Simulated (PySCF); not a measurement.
BO, SMILES O=[B] (connectivity only; charge and spin as stated), charge +1, multiplicity 1.

Geometry: r2SCAN-D4/def2-TZVPD. The multiplicity is an assumed one; other spin states were not compared.

Computed with TDDFT-B3LYP/def2-TZVPD (PySCF).

Vertical excitations; the highest root listed may be one member of a degenerate set. Gas-phase values at a fixed geometry. State labels are in the subgroup C2v.

| state | symmetry | energy (eV) | λ (nm) | f | main pairs |
|---|---|---|---|---|---|
| S1 | B1 | 1.45 | 856 | 0.006 | HOMO−1→LUMO (degenerate set) |
| S2 | B2 | 1.45 | 856 | 0.006 | HOMO→LUMO (degenerate set) |
| S3 | A1 | 3.83 | 323 | 0.031 | HOMO−2→LUMO 97 % |
| S4 | A2 | 8.07 | 154 | 0.000 | HOMO→LUMO+1 50 %, HOMO−1→LUMO+2 50 % |
| S5 | A2 | 8.24 | 151 | 0.000 | HOMO−1→LUMO+2, HOMO→LUMO+1 (degenerate set) |
| S6 | A1 | 8.24 | 151 | 0.000 | HOMO→LUMO+2, HOMO−1→LUMO+1 (degenerate set) |
| S7 | B1 | 10.53 | 118 | 0.079 | HOMO−2→LUMO+1 (degenerate set) |
| S8 | B2 | 10.53 | 118 | 0.079 | HOMO−2→LUMO+2 (degenerate set) |
| S9 | A1 | 12.97 | 96 | 0.701 | HOMO−1→LUMO+1 45 %, HOMO→LUMO+2 45 % |
| S10 | B1 | 14.07 | 88 | 0.119 | HOMO−1→LUMO+3 97 % |
| T1 | B2 | 0.75 | 1656 | 0 | HOMO→LUMO (degenerate set) |
| T2 | B1 | 0.75 | 1656 | 0 | HOMO−1→LUMO (degenerate set) |
| T3 | A1 | 2.29 | 542 | 0 | HOMO−2→LUMO 98 % |
| T4 | A1 | 6.60 | 188 | 0 | HOMO→LUMO+2 49 %, HOMO−1→LUMO+1 49 % |
Triplets are in the Tamm–Dancoff approximation, which puts them higher than full response would, so one can lie above its singlet here.
